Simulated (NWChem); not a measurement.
System: C₂H₄FNOSi; SMILES C[Si@@H](F)N=C=O

The following NWChem deck was run.

```
start job
memory heap 200 mb stack 900 mb global 1100 mb
geometry units angstroms noautosym nocenter noautoz
  C     -1.573624     1.561554     0.281196
  Si     0.014759     0.857282    -0.387219
  F      1.266488     1.474629     0.421156
  N      0.036724    -0.843235    -0.171291
  C      0.169953    -2.016324     0.049336
  O      0.281881    -3.170151     0.254859
  H     -1.689386     1.328801     1.345479
  H     -1.598206     2.651241     0.166937
  H     -2.435727     1.145250    -0.252716
  H      0.223406     1.135725    -1.824995
end
basis spherical
  C library def2-svp
  Si library def2-svp
  F library def2-svp
  N library def2-svp
  O library def2-svp
  H library def2-svp
end
dft
  xc xpbe96 cpbe96
  iterations 150
end
cosmo
  do_cosmo_smd true
  solvent octanol
end
task dft energy
```

Structure relaxed at the B3LYP/6-31G* (spherical d) level. Solvent: 1-octanol.

Level: PBE/def2-SVP with SMD (1 M gas to 1 M solution), gas-phase geometry. Reactions with the solvent are ignored.

**Question.** What results follow from this input? (PBE/def2-SVP, SMD on the gas-phase geometry.) Quantities: solvation free energy (kcal/mol); cavity-dispersion-structure term (kcal/mol); dipole in solution (D).

**Answer.** 
* **solvation free energy (kcal/mol)**: 0.7
* **cavity-dispersion-structure term (kcal/mol)**: 4.0
* **dipole in solution (D)**: 2.98
